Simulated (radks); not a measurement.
The numbers below are computed, except where a source is named.
Question: Valence configurations of Pd (all share [Kr]). Code: a radial shooting solver on a logarithmic mesh with Libxc functionals. Model: Dirac Kohn-Sham, PBE, spin-unpolarised, spherical densities, finite nucleus; open shells fill j = l - 1/2 first; Fermi nuclear charge, rms radius 4.5318 fm. Order these by energy: 4d9.5 5p0.5; 4d5.5 5s1 5p3.5; 4d5.5 5s0.5 5p4; 4d9 5s1; 4d8.5 5s1.5; 4d10; 4d8 5s2; 4d9 5p1; 4d8 5p2; 4d7.5 5s0.5 5p2.

Answer: From the lowest, in eV above it: 4d10 0.000; 4d9 5s1 1.316; 4d9.5 5p0.5 2.098; 4d8.5 5s1.5 2.607; 4d8 5s2 4.372; 4d9 5p1 4.956; 4d8 5p2 12.986; 4d7.5 5s0.5 5p2 15.775; 4d5.5 5s1 5p3.5 41.835; 4d5.5 5s0.5 5p4 45.050. NIST lists [Kr] 4d10 as the ground configuration; this level of theory agrees among the configurations tried. The energies are those of spherical spin-averaged densities, not of single terms.
